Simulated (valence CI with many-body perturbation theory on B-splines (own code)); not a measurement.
**Sensitivity of CI+MBPT for Ru¹³⁺**

Computed by valence CI with perturbative core correlation (CI+MBPT): three valence electrons over a frozen Dirac-Fock core [Ar] 3d10, radial functions for each j: 6 s, 6 p, 5 d, 3 f, 1 g, with the one-electron correlation potential Σ1 (screened to all orders), the two-electron term Σ2, the three-electron term Σ3, Breit, model QED; selected single and double excitations, second order for the rest, scaled by the run's own slope (own B-spline code, finite nucleus).

No measured spectrum was set against this ion. As an estimate, levels hold to about 250 cm⁻¹ or 0.2 % of their energy and the worst to 1 %, as in measured heavy ions of charge 2 to 7; those with d or f electrons hold less well.

The reference run has the lowest level 4s²4p ²P°_1/2 and an ionisation energy of 296.695 eV. Its largest variational space holds 3196 state functions.

Names give the largest LS component (configuration and term), which can be under half, so a name can repeat, a term be missing and a line seem to break the LS rules; names also repeat where a configuration has a term twice. Letters in brackets count levels of one name in rising energy.

Changed runs:
A. highest l with Σ1, explicit Σ2 and valence Breit (higher l get mean screening factors) 3 → 2; averaging of valence orbitals over low configurations on → off
B. natural orbitals for correlation on → off
C. Breit term on → off; QED terms on → off
D. closed core [Ar] 3d10 → [Ar] 3d10 4s1 (bad on purpose)

Excitation energies of the reference run in cm⁻¹, and shifts in cm⁻¹:

| Level | Reference | A | B | C |
| --- | --- | --- | --- | --- |
| 4s²4p ²P°_3/2 | 39246 | -2.0 | -4.0 | +551 |
| 4s4p² ⁴P_1/2 | 229150 | -31 | -413 | +505 |
| 4s4p² ⁴P_3/2 | 249269 | -39 | -487 | +863 |
| 4s4p² ⁴P_5/2 | 265484 | -31 | -410 | +1043 |
| 4s4p² ²D_3/2 | 307229 | +19 | +96 | +970 |
| 4s4p² ²D_5/2 | 318402 | +12 | +5.3 | +1279 |
| 4s4p² ²P_1/2 | 342763 | +52 | +594 | +763 |
| 4s4p² ²S_1/2 | 381705 | +65 | +692 | +1296 |
| 4s4p² ²P_3/2 | 388895 | +26 | +467 | +1309 |
| 4s²4d ²D_3/2 | 493331 | +395 | +586 | +1183 |
| 4s²4d ²D_5/2 | 499559 | +392 | +581 | +1400 |
| 4p³ ⁴S°_3/2 [a] | 570266 | -2.8 | -112 | +1286 |
| Ionisation energy (eV) | 296.695 | -0.0031 | -0.042 | +0.182 |

Run D: It gave no result: the perturbation theory needs a core of closed shells. The program said: "the core must hold closed shells only".
